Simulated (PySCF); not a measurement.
TiI2Cl2 (singlet state).
Bonds: Ti1–I2, Ti1–I3, Ti1–Cl4, Ti1–Cl5.

Method: PBE0-D3(BJ)/def2-SVP geometry optimisation, gas phase, def2 core potentials past Kr in PySCF; density fitting, grid level 1; the optimiser is geomeTRIC in internal coordinates, started from a GFN2-xTB structure with every atom displaced at random (about 0.03 Å).

Step 0: E = -64345.4456 eV
```
atom  x, y, z in Å  |  force x, y, z in eV/Å
Ti1    -0.0444   -0.0762   -0.0623    0.044   1.000   0.796
I2     -0.0735   -0.0316    2.5386    0.037  -0.069  -0.686
I3      2.3137    0.0009   -0.9483    0.114  -0.091   0.028
Cl4    -1.0073    1.7287   -0.7726    0.083  -0.224   0.099
Cl5    -1.1136   -1.7323   -0.8175   -0.278  -0.616  -0.236
```

**Question.** Estimate the geometry and energy of step 1. (The exact step hangs on the optimiser's Hessian estimate; all steps are aligned on step 0, rigid shifts and turns removed.)

**Answer.** E = -64345.4946 eV, largest force 0.395 eV/Å
```
atom  x, y, z in Å  |  force x, y, z in eV/Å
Ti1    -0.0543   -0.0488   -0.0494    0.022   0.295  -0.262
I2     -0.0598   -0.0359    2.4578    0.013  -0.036   0.269
I3      2.3229   -0.0152   -0.9177    0.029  -0.052   0.049
Cl4    -1.0224    1.7412   -0.7518   -0.012  -0.015   0.010
Cl5    -1.1116   -1.7518   -0.8010   -0.052  -0.191  -0.066
```

The energy changes by -0.0490 eV. The first-order estimate −F·Δx gives -0.1022 eV and the mean of the old and new forces, exact on a quadratic surface, -0.0453 eV. The step makes an angle of 53° with the force vector and moves no atom by more than 0.082 Å.

What follows is the cost of the whole optimisation. The run took 2.3 min on one thread, Arm Neoverse V2 (aarch64), shared host, and the process peaked at 0.49 GiB of memory.
